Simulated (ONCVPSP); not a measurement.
Potentials for V (Z = 23) compared

Generated with ld1.x 7.5 (TM, RRKJ, ultrasoft, PAW), atompaw 4.2 or ONCVPSP 4.0.1. The cutoff is in Ry: for ld1.x and atompaw files where the sum of valence levels is converged to 10 mRy in a Bessel basis, for ONCV files where the hardest occupied wave has 1 mHa per electron of residual kinetic energy. The error is the largest all-electron minus pseudo excitation energy over each file’s own four to seven test configurations (ionisations up to +4, promotions, holes and added fractions of an electron), all of which were solved. The labels leave out finer settings (local radius, basis sizes, second energies), which also bear on the numbers. Spin-polarised tests are not counted. The rows are a selection from randomly drawn settings: files with unsolved tests, undetermined cutoffs or missed reference levels are left out.

A true bound ghost makes a file unfit for plane-wave use even where its test errors are small: the radial tests pick states by their node count and pass the ghost by.

```csv
potential,cutoff (Ry),largest error (meV),bound ghosts
"ONCV, PBE, scalar-relativistic, rc 2.55/2.75/1.65 (spd), local smoothed, core correction yes, reference 3d3 4s2, qcut 2.2/3.2/11, projectors 2/3/2",83,-348,"s, p"
"ONCV, LDA (Perdew-Wang 92), fully relativistic, rc 1.75/1.95/2.00 (spd), local smoothed, core correction yes, reference 3s2 3p6 3d3 4s1.75 4p0.25, qcut 5.5/8.1/8.4, projectors 2/2/2",50,+2.4,none
"ONCV, LDA (Perdew-Zunger), scalar-relativistic, rc 1.50/1.60/1.45 (spd), local smoothed, core correction yes, reference 3s2 3p6 3d4 4s1, qcut 8.8/10.6/11, projectors 2/2/3",93,+6.3,none
"ONCV, PBEsol, scalar-relativistic, rc 2.00/3.75/1.60 (spd), local smoothed, core correction no, reference 3d3 4s1 4p1, qcut 4.1/2.2/9.3, projectors 1/2/2",66,-125,s
"ONCV, PBE, scalar-relativistic, rc 2.70/1.25/2.40 (spd), local smoothed, core correction no, reference 3p6 3d3 4s2, qcut 2.4/13.5/6.2, projectors 3/2/2",91,+313,none
"ONCV, LDA (Perdew-Wang 92), fully relativistic, rc 2.60/2.30/1.20 (spd), local smoothed, core correction no, reference 3d3 4s2, qcut 2.2/3.5/10.2, projectors 2/2/1",95,+137,none
"ONCV, PBE, scalar-relativistic, rc 1.35/0.90/2.00/1.80 (spdf), local smoothed, core correction yes, reference 3s2 3p6 3d3 4s1, qcut 8.9/9.3/7.8/6.5, projectors 2/1/2/2",81,+136,none
"ONCV, PBE, non-relativistic, rc 1.35/1.30/1.85/1.40 (spdf), local smoothed, core correction yes, reference 3s2 3p6 3d3 4s2, qcut 11.1/9.1/8.7/6.9, projectors 2/2/2/2",83,-42,none
```

Question: Fill in the row for V: ONCV, PW91, scalar-relativistic, rc 3.15/2.90/1.55 (spd), local smoothed, core correction yes, reference 3d3.5 4s1.5, qcut 2/2.4/11.2, projectors 2/1/2.

Answer: cutoff 83 Ry, largest error -365 meV, bound ghosts: s, p.
